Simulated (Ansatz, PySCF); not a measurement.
Species: CH₂I, net charge 0, doublet state. It need not be the lowest isomer of its formula. 
Geometry from a B3LYP-D3(BJ)/def2-TZVP (Ansatz, a first-principles code) optimisation:
SMILES: I[CH2]
```xyz
4

C     -1.3014    -1.1848     0.0432
I      0.2107     0.1918    -0.0070
H     -1.6801    -1.4924     1.0033
H     -1.6775    -1.5644    -0.8918
```
Charge 0, spin multiplicity 2.

Total electronic energies in hartree. Cores are frozen in the correlated levels unless marked. UHF or UKS for open shells. No spin-orbit coupling. Frozen are the shells of the preceding noble gas and the d and f shells that filled before the atom's block. Past Kr the def2 sets carry scalar-relativistic core potentials. STO-3G rows are all-electron and non-relativistic. CBS marks a two-point X^-3 extrapolation of the correlation energy; Hartree-Fock from the larger set.

```tsv
level	program	energy (Eh)
HF/def2-QZVPP	Ansatz	-335.65942
PBE/def2-TZVPD	Ansatz	-336.89600
r2SCAN0-D4/def2-TZVPD	Ansatz + dftd4	-337.02874
MN15/def2-TZVPD	PySCF	[?]
CAM-B3LYP-D3(BJ)/def2-TZVPD	Ansatz + dftd3	-336.94446
RI-MP2/def2-QZVPP	Ansatz	-335.97336
CCSD(T)/STO-3G	Ansatz	-6889.26504
CCSD(T)/CBS(def2-TZVPP,def2-QZVPP)	Ansatz	-336.0373
CCSD(T)/CBS(def2-TZVPPD,def2-QZVPPD)	Ansatz	-336.0365
```

### Question
Some entries are withheld; supply them.

### Answer

- MN15/def2-TZVPD, energy (Eh): -336.18775
